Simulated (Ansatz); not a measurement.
Ta₂O₇H₄ (relaxed from a model of H4Ta2O7, whose bonding it doesn't keep). Charge 0, multiplicity 1. Geometry PBE-D4/def2-SVP; atoms count from 1.

Cartesian coordinates in Å:
```
O 0.342 -2.759 0.494
Ta -0.836 -1.515 0.812
O -2.527 -2.096 0.109
O -0.953 -1.271 2.714
O -0.237 0.098 -0.074
Ta 0.908 1.486 -0.788
O 2.226 1.708 0.330
O 1.641 0.986 -2.492
O -0.041 3.151 -0.934
H -2.758 -2.915 -0.361
H -0.441 -1.686 3.428
H 2.562 0.812 -2.751
H 0.115 4.000 -0.488
```

In the def2 sets Ta takes a core potential; there is no spin–orbit coupling.

Question: Estimate the Mulliken populations from the PBE0/def2-TZVP orbitals of Ansatz.

Answer: 
```json
{"atom": "O1", "charge (e)": "-0.53", "d electrons": "–"}
{"atom": "Ta2", "charge (e)": "1.53", "d electrons": "2.57"}
{"atom": "O3", "charge (e)": "-0.67", "d electrons": "–"}
{"atom": "O4", "charge (e)": "-0.67", "d electrons": "–"}
{"atom": "O5", "charge (e)": "-0.74", "d electrons": "–"}
{"atom": "Ta6", "charge (e)": "1.53", "d electrons": "2.57"}
{"atom": "O7", "charge (e)": "-0.53", "d electrons": "–"}
{"atom": "O8", "charge (e)": "-0.67", "d electrons": "–"}
{"atom": "O9", "charge (e)": "-0.67", "d electrons": "–"}
{"atom": "H10", "charge (e)": "0.35", "d electrons": "–"}
{"atom": "H11", "charge (e)": "0.36", "d electrons": "–"}
{"atom": "H12", "charge (e)": "0.36", "d electrons": "–"}
{"atom": "H13", "charge (e)": "0.35", "d electrons": "–"}
```
Mulliken values depend strongly on the basis.

Question: And the Mayer bond orders between heavy atoms (over 0.3)?

Answer: O1–Ta2 2.14 (1.74 Å); Ta2–O3 1.06 (1.92 Å); Ta2–O4 1.06 (1.92 Å); Ta2–O5 0.94 (1.94 Å); O5–Ta6 0.94 (1.94 Å); Ta6–O7 2.14 (1.74 Å); Ta6–O8 1.06 (1.92 Å); Ta6–O9 1.05 (1.92 Å).
